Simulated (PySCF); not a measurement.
A search over the determinants of MoH⁺

Unrestricted PBE0; PySCF, scalar-relativistic core potentials, basis sets Mo def2-TZVPPD with ECP28, H def2-TZVPPD. Outer shells of the fragments: Mo+ 4d5; H 1s1.

Followed along the bond (rough minima from three points):

```tsv
2Ms+1	unpaired	⟨S²⟩ at the start	R at minimum (Å)	Te (eV)
5	π ↑↑, δ ↑↑	6.04	1.67	0.00
5	σ ↑, π ↑, δ ↑↑	6.01	1.71	1.01
5	σ ↑, π ↑↑, δ ↑	6.02	1.67	1.06
3	π ↑↓, δ ↑↑	3.02	1.66	1.31
1	π ↓↓, δ ↑↑	2.02	1.65	1.77
7	σ ↑↑, π ↑↑, δ ↑↑	12.00	none in the scan	≤ 1.89
```

Solutions found at the starting distance of 1.715 Å, counted from the lowest of them; the search is not exhaustive and high or unbound solutions are not listed, so other states can lie among these:

```json
{"2Ms+1": "5", "unpaired": "π ↑↑, δ ↑↑", "term": "⁵Σ⁺", "E (eV)": "0.00", "⟨S²⟩": "6.04", "⟨Lz²⟩": "0.00", "μ (D)": "-1.89"}
{"2Ms+1": "5", "unpaired": "σ ↑, π ↑, δ ↑↑", "term": "⁵Π", "E (eV)": "0.99", "⟨S²⟩": "6.01", "⟨Lz²⟩": "1.00", "μ (D)": "-2.07"}
{"2Ms+1": "5", "unpaired": "σ ↑, π ↑↑, δ ↑", "term": "⁵Δ", "E (eV)": "1.06", "⟨S²⟩": "6.02", "⟨Lz²⟩": "4.00", "μ (D)": "-1.92"}
{"2Ms+1": "3", "unpaired": "π ↑↓, δ ↑↑", "term": "mixed", "E (eV)": "1.31", "⟨S²⟩": "3.02", "⟨Lz²⟩": "2.03", "μ (D)": "-1.85"}
{"2Ms+1": "1", "unpaired": "π ↓↓, δ ↑↑", "term": "mixed", "E (eV)": "1.78", "⟨S²⟩": "2.02", "⟨Lz²⟩": "0.00", "μ (D)": "-1.87"}
{"2Ms+1": "3", "unpaired": "σ ↑, π ↓, δ ↑↑", "term": "mixed", "E (eV)": "2.11", "⟨S²⟩": "3.00", "⟨Lz²⟩": "1.01", "μ (D)": "-2.07"}
```

A term symbol is given only where ⟨S²⟩ and ⟨Lz²⟩ are close to those of a pure state; real π, δ and φ orbitals otherwise mix terms. A positive dipole points towards H; it is taken about the centre of mass and depends on that origin.

Spin–orbit coupling is left out. With d or f electrons several states lie close, and the lowest PBE0 determinant need not be the measured ground state.
